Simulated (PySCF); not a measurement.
BeAl at LDA

Level: LDA. basis Be def2-TZVP, Al def2-TZVP; no relativity; PySCF 2.14.

For BeAl, the state is ²Π (doublet), unpaired electrons π ↑. The bond length is 239.1 pm. The harmonic wavenumber is 418 cm⁻¹. The force constant is 0.697 mdyn/Å. The rotational constant Be is 0.4366 cm⁻¹. The anharmonicity ωexe is 4.12 cm⁻¹. The vibration–rotation constant αe is 0.00554 cm⁻¹. The well depth De to Be + Al is 1.15 eV, the dissociation energy D0 is 1.12 eV and the bond order (Mayer) is 1.48. The dipole moment (positive dipole means Be(−)Al(+)) is -0.14 D.

The state was picked by a PBE0 search and need not be the measured ground state.
